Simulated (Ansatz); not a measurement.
These are Ansatz (a first-principles code) with PBE0-D3(BJ)/def2-TZVP values and carry that method's errors. No frequencies were computed at this level.

Ansatz 0.2 input:
```yaml
crystal:
  periodic: [false, false, false]
  atoms:
    - { symbol: B, position_ang: [1.598021, -0.039355, -0.042162] }
    - { symbol: B, position_ang: [0.093142, 0.564556, -0.120883] }
    - { symbol: C, position_ang: [-1.228237, -0.283535, 0.092929] }
    - { symbol: H, position_ang: [2.218885, -0.073897, 0.953529] }
    - { symbol: H, position_ang: [2.163103, -0.462219, -0.980228] }
    - { symbol: H, position_ang: [-0.100051, 1.706917, -0.344923] }
    - { symbol: H, position_ang: [-1.888164, -0.181118, -0.76841] }
    - { symbol: H, position_ang: [-1.785621, 0.114002, 0.941584] }
    - { symbol: H, position_ang: [-1.07108, -1.345351, 0.268563] }
basis:
  gaussian: { orbitals: def2-tzvp }
hamiltonian:
  xc: pbe0
  dispersion: d3bj
relax:
  max_steps: 150
```

Output:

```
Functional definition: PBE0
782 factors; their error is unknown
mean field evaluation 1: about -2477.7629 eV, gradient 4.8e1 eV
mean field evaluation 2: about -2476.9384 eV, gradient 4.9e1 eV
mean field evaluation 4: about -2483.2592 eV, gradient 1.3e0 eV
mean field evaluation 8: about -2483.2532 eV, gradient 3.1e-1 eV
mean field -2483.25337692 eV, -91.2578783923 hartree, gradient 4.8e-5 eV, S^2 0.000000; 0 other end points of the search recorded, 0 dependent functions left out
reference -2483.25340884 eV, -91.2578795652 hartree; 11, 11 occupied and 118, 118 virtual orbitals, 782 factors
relax step   1: F+E_penalty+E_count = -2483.35576605 eV  Δ(F+E_penalty+E_count) = +0.000e0 eV  max|allowed force component| = 6.699e-1 eV/Å  Δτ_max = 0.0000 Å  (24 SCF iters, accepted)
these checks for a lower state are left out or cut short: starts, cluster_reference, orbital_swaps, neighbouring_geometries, increment
782 factors; their error is unknown
mean field evaluation 16: about -2483.2907 eV, gradient 1.9e0 eV
mean field -2483.28755679 eV, -91.2591344792 hartree, gradient 2.0e-5 eV, S^2 0.000000; 0 other end points of the search recorded, 0 dependent functions left out
reference -2483.28758884 eV, -91.2591356570 hartree; 11, 11 occupied and 118, 118 virtual orbitals, 782 factors
relax step   2: F+E_penalty+E_count = -2483.38986475 eV  Δ(F+E_penalty+E_count) = -3.410e-2 eV  max|allowed force component| = 2.545e-1 eV/Å  Δτ_max = 0.0254 Å  (29 SCF iters, accepted)
these checks for a lower state are left out or cut short: starts, cluster_reference, orbital_swaps, neighbouring_geometries, increment
782 factors; their error is unknown
mean field -2483.29257336 eV, -91.2593188347 hartree, gradient 2.0e-5 eV, S^2 0.000000; 0 other end points of the search recorded, 0 dependent functions left out
reference -2483.29260547 eV, -91.2593200147 hartree; 11, 11 occupied and 118, 118 virtual orbitals, 782 factors
relax step   3: F+E_penalty+E_count = -2483.39482785 eV  Δ(F+E_penalty+E_count) = -4.963e-3 eV  max|allowed force component| = 1.432e-1 eV/Å  Δτ_max = 0.0277 Å  (29 SCF iters, accepted)
these checks for a lower state are left out or cut short: starts, cluster_reference, orbital_swaps, neighbouring_geometries, increment
782 factors; their error is unknown
mean field evaluation 32: about -2483.2943 eV, gradient 3.1e-1 eV
mean field -2483.29447209 eV, -91.2593886120 hartree, gradient 2.0e-5 eV, S^2 0.000000; 0 other end points of the search recorded, 0 dependent functions left out
reference -2483.29450420 eV, -91.2593897919 hartree; 11, 11 occupied and 118, 118 virtual orbitals, 782 factors
relax step   4: F+E_penalty+E_count = -2483.39666981 eV  Δ(F+E_penalty+E_count) = -1.842e-3 eV  max|allowed force component| = 8.385e-2 eV/Å  Δτ_max = 0.0114 Å  (30 SCF iters, accepted)
these checks for a lower state are left out or cut short: starts, cluster_reference, orbital_swaps, neighbouring_geometries, increment
782 factors; their error is unknown
mean field -2483.29526400 eV, -91.2594177142 hartree, gradient 1.9e-5 eV, S^2 0.000000; 0 other end points of the search recorded, 0 dependent functions left out
reference -2483.29529609 eV, -91.2594188933 hartree; 11, 11 occupied and 118, 118 virtual orbitals, 782 factors
relax step   5: F+E_penalty+E_count = -2483.39736230 eV  Δ(F+E_penalty+E_count) = -6.925e-4 eV  max|allowed force component| = 2.877e-2 eV/Å  Δτ_max = 0.0152 Å  (29 SCF iters, accepted)
these checks for a lower state are left out or cut short: starts, cluster_reference, orbital_swaps, neighbouring_geometries, increment
782 factors; their error is unknown
mean field -2483.29608939 eV, -91.2594480466 hartree, gradient 2.0e-5 eV, S^2 0.000000; 0 other end points of the search recorded, 0 dependent functions left out
reference -2483.29612147 eV, -91.2594492256 hartree; 11, 11 occupied and 118, 118 virtual orbitals, 782 factors
relax step   6: F+E_penalty+E_count = -2483.39803059 eV  Δ(F+E_penalty+E_count) = -6.683e-4 eV  max|allowed force component| = 2.647e-2 eV/Å  Δτ_max = 0.0155 Å  (29 SCF iters, accepted)
these checks for a lower state are left out or cut short: starts, cluster_reference, orbital_swaps, neighbouring_geometries, increment
782 factors; their error is unknown
mean field -2483.29473325 eV, -91.2593982094 hartree, gradient 2.0e-5 eV, S^2 0.000000; 0 other end points of the search recorded, 0 dependent functions left out
reference -2483.29476533 eV, -91.2593993881 hartree; 11, 11 occupied and 118, 118 virtual orbitals, 782 factors
relax step   7: F+E_penalty+E_count = -2483.39663030 eV  Δ(F+E_penalty+E_count) = +1.400e-3 eV  max|allowed force component| = 7.983e-2 eV/Å  Δτ_max = 0.0318 Å  (29 SCF iters, rejected (line search))
these checks for a lower state are left out or cut short: starts, cluster_reference, orbital_swaps, neighbouring_geometries, increment
782 factors; their error is unknown
mean field evaluation 64: about -2483.2967 eV, gradient 1.9e-5 eV
mean field -2483.29671295 eV, -91.2594709620 hartree, gradient 1.9e-5 eV, S^2 0.000000; 0 other end points of the search recorded, 0 dependent functions left out
reference -2483.29674503 eV, -91.2594721410 hartree; 11, 11 occupied and 118, 118 virtual orbitals, 782 factors
relax step   8: F+E_penalty+E_count = -2483.39855568 eV  Δ(F+E_penalty+E_count) = -5.251e-4 eV  max|allowed force component| = 3.158e-2 eV/Å  Δτ_max = 0.0159 Å  (29 SCF iters, accepted)
these checks for a lower state are left out or cut short: starts, cluster_reference, orbital_swaps, neighbouring_geometries, increment
782 factors; their error is unknown
mean field -2483.29716746 eV, -91.2594876647 hartree, gradient 2.0e-5 eV, S^2 0.000000; 0 other end points of the search recorded, 0 dependent functions left out
reference -2483.29719954 eV, -91.2594888438 hartree; 11, 11 occupied and 118, 118 virtual orbitals, 782 factors
relax step   9: F+E_penalty+E_count = -2483.39881727 eV  Δ(F+E_penalty+E_count) = -2.616e-4 eV  max|allowed force component| = 6.909e-3 eV/Å  Δτ_max = 0.0175 Å  (29 SCF iters, accepted)
782 factors; their error is unknown
mean field -2483.29716746 eV, -91.2594876647 hartree, gradient 1.9e-5 eV, S^2 0.000000; 1 other end points of the search recorded, 0 dependent functions left out
reference -2483.29719954 eV, -91.2594888438 hartree; 11, 11 occupied and 118, 118 virtual orbitals, 782 factors
Total energy: -2483.39884935 eV, -91.2632244055 hartree
Atom 0 at     1.617163    -0.037352    -0.043793 Å, force     0.005643     0.006361    -0.002385 eV/Å
Atom 1 at     0.074015     0.508954    -0.108952 Å, force    -0.004708     0.004948     0.001889 eV/Å
Atom 2 at    -1.247169    -0.302777     0.095905 Å, force    -0.001690    -0.006909     0.000825 eV/Å
Atom 3 at     2.255619    -0.035925     0.973653 Å, force    -0.003979    -0.001502     0.000538 eV/Å
Atom 4 at     2.198537    -0.428741    -1.019379 Å, force    -0.003384    -0.001511     0.000363 eV/Å
Atom 5 at    -0.061192     1.688768    -0.338686 Å, force     0.006061     0.000023    -0.001235 eV/Å
Atom 6 at    -1.900597    -0.161443    -0.773442 Å, force     0.002460    -0.000107    -0.000227 eV/Å
Atom 7 at    -1.801432     0.139855     0.933564 Å, force     0.002789     0.000206     0.000120 eV/Å
Atom 8 at    -1.134945    -1.371339     0.281129 Å, force    -0.003192    -0.001509     0.000112 eV/Å
Dipole moment:    -0.143507    -0.047111     0.016093 e Å
```

Cost: about 17 core-seconds (a rough figure).
